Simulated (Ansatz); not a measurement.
Consider the redistribution: `FCB1N[SiH2]1` + `C=C1C[SiH2]1` → `B1N[SiH2]1` + `C=C1C[SiH]1CF`.

Calculated with Ansatz (gas phase, PBE0-D4/def2-TZVP geometries, no zero-point term in ΔE). CCSD(T)/CBS adds triple-zeta CCSD(T) − MP2 to the extrapolated MP2 energy (def2 sets, frozen cores). Functionals use def2-TZVPP. Each species was taken in one conformer, which may not be the lowest.

Q: Is it downhill or uphill in electronic energy at CCSD(T)/CBS, and by how much? (Estimate.)

A: The calculation gave: Uphill: ΔE = +14.2 kJ/mol.

Q: What do these levels give: r2SCAN-D4, ωB97M-V, B2PLYP, r2SCAN, PBE0, MP2/def2-TZVPP? (Best estimate.)

A: Computed: r2SCAN-D4 16.0, ωB97M-V 15.0, B2PLYP 16.6, r2SCAN 16.3, PBE0 18.2, MP2/def2-TZVPP 15.7 kJ/mol.

Largest T1 diagnostic among the species: 0.014.

In def2-TZVPP, CCSD(T) changes the Hartree–Fock value by −3.8 kJ/mol (the triples alone add −1.0 kJ/mol) and MP2 by −4.1 kJ/mol.
